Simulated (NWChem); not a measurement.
Molecule: CH₄BF; SMILES B(F)C

```xyz
7

B     -0.4892    -0.1511    -0.0008
H     -1.6941    -0.2987     0.0019
F      0.2313    -1.2643     0.0002
C      0.2014     1.2452    -0.0016
H     -0.1166     1.8084     0.8932
H     -0.1590     1.8370    -0.8604
H      1.2994     1.2010    -0.0266
```
Atoms are numbered in this order, from 1.

Program: NWChem. STO-3G and 3-21G are far too small for this property and stand as cheap habits. Coordinates come from a PBE0/def2-SVP optimisation. GIAO values for the isolated, static molecule; σ is the absolute isotropic shielding, δ = σ(reference) − σ with the isolated reference molecule computed at the same levels (11B: boron trifluoride, 13C: tetramethylsilane, 19F: trichlorofluoromethane, 1H: tetramethylsilane).

For level Hartree-Fock/STO-3G:

```yaml
"δ B1 (ppm)": 42.4
"δ H2 (ppm)": 5.40
"δ F3 (ppm)": 84.7
"δ H5 (rotor mean) (ppm)": 0.86
```

Q: How do the values read with level PBE/pcSseg-1 instead?

A: 
* **δ B1 (ppm)**: 46.8
* **δ H2 (ppm)**: 5.71
* **δ F3 (ppm)**: 10.3
* **δ H5 (rotor mean) (ppm)**: 0.68
